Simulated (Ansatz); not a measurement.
Input file for CHAlF₂Se, SMILES `F[C]1(F)[AlH][Se]1`:

```yaml
crystal:
  periodic: [false, false, false]
  atoms:
    - {symbol: F, position_ang: [1.067300, -0.801647, 1.349367]}
    - {symbol: C, position_ang: [0.303766, -0.659035, 0.255706]}
    - {symbol: F, position_ang: [0.070594, -1.893387, -0.214837]}
    - {symbol: Al, position_ang: [-0.704071, 0.933395, -0.213494]}
    - {symbol: Se, position_ang: [1.277437, 0.516921, -1.185473]}
    - {symbol: H, position_ang: [-1.972926, 1.839652, -0.037469]}
basis:
  gaussian: {orbitals: def2-TZVPP}
correlation: {method: ccsd_t}
output: {orbitals: {seedname: orbitals}}
```

```sh
$ ansatz run in.yaml --threads 4 --pin off --events-out ev --progress --plain
```

The program prints (abridged):

```
Functional definition: HF
1287 factors; integrals over basis functions are off by at most 1.5e-3 eV
mean field evaluation 1: about -78343.2931 eV, gradient 3.3e1 eV
mean field evaluation 2: about -78343.5692 eV, gradient 3.3e1 eV
mean field evaluation 4: about -78346.2538 eV, gradient 3.6e0 eV
mean field evaluation 8: about -78346.3365 eV, gradient 4.4e-1 eV
mean field evaluation 16: about -78346.3387 eV, gradient 1.8e-6 eV
mean field -78346.33867187 eV, -2879.1748411354 hartree, gradient 1.8e-6 eV, S^2 0.000000; 0 other end points of the search recorded, 0 dependent functions left out
17 core orbitals not correlated: weight in the atoms' cores, before any rotation towards them, 1.000 or more for the frozen orbitals, at most 0.000 for the correlated occupied ones
reference -78346.33867187 eV, -2879.1748411354 hartree; 19, 19 occupied and 161, 161 virtual orbitals, 1287 factors
second order -27.04479440 eV of doubles, -0.00000000 eV of singles
cycle   1  -26.54839901 eV  change    5.0e-1 eV  update   1.2e-1
cycle   2  -27.22393046 eV  change   -6.8e-1 eV  update   3.9e-2
cycle   3  -27.37741640 eV  change   -1.5e-1 eV  update   2.1e-2
cycle   4  -27.35012439 eV  change    2.7e-2 eV  update   5.9e-3
cycle   5  -27.34618079 eV  change    3.9e-3 eV  update   3.0e-3
cycle   6  -27.34842130 eV  change   -2.2e-3 eV  update   1.2e-3
cycle   7  -27.34797253 eV  change    4.5e-4 eV  update   4.9e-4
cycle   8  -27.34761700 eV  change    3.6e-4 eV  update   1.9e-4
cycle   9  -27.34769154 eV  change   -7.5e-5 eV  update   7.9e-5
cycle  10  -27.34776826 eV  change   -7.7e-5 eV  update   3.1e-5
cycle  11  -27.34771747 eV  change    5.1e-5 eV  update   1.2e-5
cycle  12  -27.34773223 eV  change   -1.5e-5 eV  update   6.2e-6
perturbative correction -1.08102393 eV, -0.0397268969 hartree
Total energy: -78374.76742803 eV, -2880.2195786545 hartree
```

It took 75 s on 4 threads of a server CPU on a shared host, with 2.5 GiB of host memory at the peak.

Correlation energy per correlated electron: -0.748 eV. T1 diagnostic: 0.0138.
